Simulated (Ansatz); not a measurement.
C2H8B2FN (`BN(C)B(C)F`) at its PBE0-D4/def2-TZVP geometry, where that method's forces vanish. Charge 0, multiplicity 1.

```
atom    x (Å)    y (Å)    z (Å)
  B1  -0.6200   1.3683   0.6690
  N2  -0.4451   0.3026  -0.2344
  C3  -1.3095   0.1950  -1.4126
  B4   0.5562  -0.7177  -0.0680
  C5   1.6027  -0.8543   1.0802
  F6   0.5781  -1.6594  -1.0238
  H7  -1.4798   2.1741   0.4562
  H8   0.0800   1.4620   1.6298
  H9  -1.8645  -0.7449  -1.4052
 H10  -2.0169   1.0223  -1.4186
 H11  -0.7219   0.2251  -2.3320
 H12   1.4603  -1.8173   1.5822
 H13   1.5721  -0.0663   1.8285
 H14   2.6083  -0.8897   0.6486
```

(1) For each bond, give half the difference of the two atoms' forces along it (eV/Å; positive pushes the atoms apart) under PBE-D4, r2SCAN-D4, B3LYP-D4, ωB97M-V in def2-TZVPP. (Estimate.)

## Answers

(1) Computed: 
| bond | length (Å) | PBE-D4 | r2SCAN-D4 | B3LYP-D4 | ωB97M-V |
| --- | --- | --- | --- | --- | --- |
| B1–N2 | 1.408 | 0.07 | 0.04 | 0.05 | 0.05 |
| B1–H7 | 1.197 | 0.01 | -0.07 | -0.12 | -0.11 |
| B1–H8 | 1.192 | 0.00 | -0.07 | -0.13 | -0.13 |
| N2–C3 | 1.465 | 0.09 | 0.23 | 0.29 | 0.23 |
| N2–B4 | 1.439 | 0.10 | 0.03 | -0.07 | -0.05 |
| C3–H9 | 1.092 | 0.09 | -0.06 | -0.09 | -0.10 |
| C3–H10 | 1.089 | 0.08 | -0.07 | -0.11 | -0.09 |
| C3–H11 | 1.092 | 0.09 | -0.06 | -0.09 | -0.10 |
| B4–C5 | 1.560 | -0.22 | -0.09 | 0.01 | 0.02 |
| B4–F6 | 1.342 | 0.43 | 0.13 | 0.18 | 0.20 |
| C5–H12 | 1.095 | 0.13 | 0.00 | -0.04 | -0.07 |
| C5–H13 | 1.087 | 0.11 | -0.04 | -0.05 | -0.07 |
| C5–H14 | 1.095 | 0.13 | 0.00 | -0.04 | -0.07 |

B3LYP here is the variant with VWN-RPA as its local correlation; programs differ in this.
